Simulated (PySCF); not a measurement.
A PySCF script (with the pyscf-properties extension) for the NMR shieldings of SMILES S1B([SiH3])SC=C1, C$_{2}$H$_{5}$BS$_{2}$Si, on a GFN2-xTB geometry:

```python
import basis_set_exchange as bse
import numpy as np
from pyscf import gto, dft
from pyscf.prop import nmr

atoms = """
Si    2.325574    0.368965   -0.236042
B     0.393999    0.048723   -0.045660
S    -0.796054    0.288301   -1.362717
C    -2.196967   -0.159066   -0.428362
C    -2.013695   -0.510755    0.846167
S    -0.387480   -0.494598    1.471495
H     3.127560   -0.487030    0.646267
H     2.687641    1.754683    0.093604
H     2.803413    0.132907   -1.603735
H    -3.146161   -0.130534   -0.931191
H    -2.792406   -0.808926    1.524212
"""
names = dict.fromkeys(["Si", "B", "S", "C", "H"], "pcSseg-1")
basis = {el: gto.basis.parse(bse.get_basis(n, elements=[el], fmt="nwchem")) for el, n in names.items()}
mol = gto.M(atom=atoms, basis=basis, charge=0, verbose=0)
mf = dft.RKS(mol, xc="PBE0")
mf.grids.level = 2
mf.grids.alignment = dft.numint.BLKSIZE   # the property module wants whole blocks of grid points
mf.conv_tol = 1e-9
mf.kernel()

calc = nmr.RKS(mf)   # GIAO
C = mf.mo_coeff
Co = C[:, mf.mo_occ > 0]
resp = mf.gen_response(singlet=True, hermi=2)
def vind(x):   # induced exchange potential for any number of trial vectors
    d = np.einsum("pi,xij,qj->xpq", C, 2 * x.reshape(-1, C.shape[1], Co.shape[1]), Co, optimize=True)
    return np.einsum("xpq,pi,qj->xij", resp(d - d.transpose(0, 2, 1)), C, Co, optimize=True).ravel()
mo1, _ = nmr.rhf.solve_mo1(calc, with_cphf=vind)
sigma = calc.kernel(mo1)
for i, s in enumerate(sigma):   # ppm
    print("%2d %-2s %9.2f" % (i, mol.atom_pure_symbol(i), np.trace(s) / 3))
```

Task: What are the results?

Result: 
```
 0 Si    466.51
 1 B      44.28
 2 S     253.37
 3 C      46.41
 4 C      46.42
 5 S     253.26
 6 H      27.84
 7 H      27.73
 8 H      27.84
 9 H      24.24
10 H      24.24
```

These numbers come from an equivalent density-fitted implementation of the same equations, which agrees with the script to about 0.01 ppm for H and up to a few tenths of a ppm for heavy atoms, so last digits may differ.

Size and cost of the density-fitted run: 148 basis functions, 17 s wall time on 1 thread of an Arm Neoverse V1, shared host; peak memory 0.79 GiB.
